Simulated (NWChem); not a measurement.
System: CrHS₂OF; SMILES [O]=[Cr]([F])(=[S])[SH]

NWChem printed, in part:

```
             Northwest Computational Chemistry Package (NWChem) 7.3.0
             --------------------------------------------------------

 C1  symmetry detected

                             Geometry "geometry" -> ""
                             -------------------------

 Output coordinates in angstroms (scale by  1.889725989 to convert to a.u.)

  No.       Tag          Charge          X              Y              Z
 ---- ---------------- ---------- -------------- -------------- --------------
    1 Cr                  24.0000     0.40769063    -0.12240936     0.12518702
    2 O                    8.0000     0.86113275    -0.02088294     1.60331507
    3 S                   16.0000    -1.07219314    -1.53905149    -0.08720642
    4 F                    9.0000     1.41516774    -0.31904367    -1.21335535
    5 S                   16.0000    -0.67261286     1.81906971    -0.14749894
    6 H                    1.0000    -1.49325073     1.49598960    -1.15552515

 Effective nuclear repulsion energy (a.u.)     486.9814792176

                                Z-matrix (autoz)
                                --------

 Units are Angstrom for bonds and degrees for angles

      Type          Name      I     J     K     L     M      Value
      ----------- --------  ----- ----- ----- ----- ----- ----------
    1 Stretch                  1     2                       1.54945
    2 Stretch                  1     3                       2.05962
    3 Stretch                  1     4                       1.68682
    4 Stretch                  1     5                       2.23847
    5 Stretch                  5     6                       1.33938
    6 Bend                     1     5     6               100.26271
    7 Bend                     2     1     3               110.71495
    8 Bend                     2     1     4               126.14672
    9 Bend                     2     1     5               101.57289
   10 Bend                     3     1     4               105.49396
   11 Bend                     3     1     5               103.72330
   12 Bend                     4     1     5               107.01862
   13 Torsion                  2     1     5     6        -155.51923
   14 Torsion                  3     1     5     6         -40.57873
   15 Torsion                  4     1     5     6          70.66449

                           NWChem Geometry Optimization
                           ----------------------------

 maximum gradient threshold         (gmax) =   0.000450
 rms gradient threshold             (grms) =   0.000300
 maximum cartesian step threshold   (xmax) =   0.001800
 rms cartesian step threshold       (xrms) =   0.001200
 fixed trust radius                (trust) =   0.300000
 source of zmatrix                         =   autoz

          -------------------
          Energy Minimization
          -------------------

 Using diagonal initial Hessian
 Scaling for Hessian diagonals: bonds = 1.00  angles = 0.25  torsions = 0.10

          --------
          Step   0

                                 NWChem DFT Module
                                 -----------------

 Summary of "ao basis" -> "ao basis" (spherical)
 ------------------------------------------------------------------------------
       Tag                 Description            Shells   Functions and Types
 ---------------- ------------------------------  ------  ---------------------
 Cr                         def2-svp                11       31   5s3p2d1f
 O                          def2-svp                 6       14   3s2p1d
 S                          def2-svp                 8       18   4s3p1d
 F                          def2-svp                 6       14   3s2p1d
 H                          def2-svp                 3        5   2s1p

[...]

      ----------------------
      Optimization converged
      ----------------------

  Step       Energy      Delta E   Gmax     Grms     Xrms     Xmax
  ---- ---------------- -------- -------- -------- -------- --------
@    5   -2015.37865121 -9.7D-07  0.00009  0.00004  0.00087  0.00142
                                     ok       ok       ok       ok

                                Z-matrix (autoz)
                                --------

 Units are Angstrom for bonds and degrees for angles

      Type          Name      I     J     K     L     M      Value     Gradient
      ----------- --------  ----- ----- ----- ----- ----- ---------- ----------
    1 Stretch                  1     2                       1.52034   -0.00009
    2 Stretch                  1     3                       1.97053    0.00001
    3 Stretch                  1     4                       1.69387   -0.00004
    4 Stretch                  1     5                       2.17459    0.00007
    5 Stretch                  5     6                       1.35409   -0.00002
    6 Bend                     1     5     6                95.38481   -0.00008
    7 Bend                     2     1     3               110.27499    0.00000
    8 Bend                     2     1     4               112.29544    0.00002
    9 Bend                     2     1     5               103.21816   -0.00002
   10 Bend                     3     1     4               110.96704   -0.00004
   11 Bend                     3     1     5               107.58715    0.00001
   12 Bend                     4     1     5               112.15558    0.00002
   13 Torsion                  2     1     5     6        -161.27672    0.00000
   14 Torsion                  3     1     5     6         -44.67015    0.00001
   15 Torsion                  4     1     5     6          77.63104   -0.00002

                         Geometry "geometry" -> "geometry"
                         ---------------------------------

 Output coordinates in angstroms (scale by  1.889725989 to convert to a.u.)

  No.       Tag          Charge          X              Y              Z
 ---- ---------------- ---------- -------------- -------------- --------------
    1 Cr                  24.0000     0.30598665    -0.09921419     0.07207337
    2 O                    8.0000     0.89270408    -0.05434775     1.47392431
    3 S                   16.0000    -1.07651016    -1.49848506    -0.04508151
    4 F                    9.0000     1.49396451    -0.31999258    -1.11500750
    5 S                   16.0000    -0.68968171     1.82524877    -0.11206977
    6 H                    1.0000    -1.48052897     1.46046265    -1.14892267

 Effective nuclear repulsion energy (a.u.)     497.3377861446

                Final and change from initial internal coordinates
                --------------------------------------------------

                                Z-matrix (autoz)
                                --------

[...]

 Rotational Constants
 --------------------
 A=   0.096423 cm-1  (  0.138728 K)
 B=   0.069313 cm-1  (  0.099723 K)
 C=   0.056626 cm-1  (  0.081470 K)

 Temperature                      =   298.15K
 frequency scaling parameter      =   1.0000

 Zero-Point correction to Energy  =   11.307 kcal/mol  (  0.018019 au)
 Thermal correction to Energy     =   15.331 kcal/mol  (  0.024431 au)
 Thermal correction to Enthalpy   =   15.923 kcal/mol  (  0.025375 au)

 Total Entropy                    =   81.316 cal/mol-K
   - Translational                =   40.946 cal/mol-K (mol. weight = 151.8858)
   - Rotational                   =   27.834 cal/mol-K (symmetry #  =        1)
   - Vibrational                  =   12.536 cal/mol-K

 Cv (constant volume heat capacity) =   20.612 cal/mol-K
   - Translational                  =    2.979 cal/mol-K
   - Rotational                     =    2.979 cal/mol-K
   - Vibrational                    =   14.653 cal/mol-K

[normal modes left out]

 ----------------------------------------------------------------------------
 Normal Eigenvalue ||           Projected Infra Red Intensities
  Mode   [cm**-1]  || [atomic units] [(debye/angs)**2] [(KM/mol)] [arbitrary]
 ------ ---------- || -------------- ----------------- ---------- -----------
    1       -0.000 ||    0.000461           0.011         0.449       0.210
    2       -0.000 ||    0.000126           0.003         0.123       0.058
    3        0.000 ||    0.000263           0.006         0.257       0.120
    4        0.000 ||    0.000319           0.007         0.311       0.145
    5        0.000 ||    0.000233           0.005         0.227       0.106
    6        0.000 ||    0.000457           0.011         0.445       0.208
    7      166.347 ||    0.001518           0.035         1.480       0.692
    8      192.088 ||    0.000599           0.014         0.584       0.273
    9      236.912 ||    0.000024           0.001         0.024       0.011
   10      260.219 ||    0.006227           0.144         6.070       2.839
   11      310.785 ||    0.007884           0.182         7.686       3.594
   12      351.069 ||    0.019326           0.446        18.840       8.810
   13      447.417 ||    0.022875           0.528        22.300      10.428
   14      610.515 ||    0.034082           0.786        33.225      15.537
   15      663.826 ||    0.023739           0.548        23.142      10.822
   16      784.451 ||    0.135614           3.129       132.203      61.823
   17     1183.700 ||    0.133028           3.069       129.682      60.644
   18     2705.912 ||    0.008068           0.186         7.865       3.678
 ----------------------------------------------------------------------------
```

Level: PBE0/def2-SVP. 

Q: Write an input that gives this output.

A: This is not unique; one that fits is the input that was run:
```
start job
memory heap 200 mb stack 900 mb global 1100 mb
geometry units angstroms
  Cr     0.169669     0.173810    -0.333105
  O      1.624237     0.707634    -0.339720
  S      0.146014    -1.873548    -0.109929
  F     -1.021035     0.516094    -1.477848
  S     -0.577747     0.931337     1.636229
  H     -1.555022     0.047521     1.876535
end
basis spherical
  * library def2-svp
end
dft
  xc pbe0
  iterations 150
end
driver
  maxiter 120
end
task dft optimize
task dft freq
```
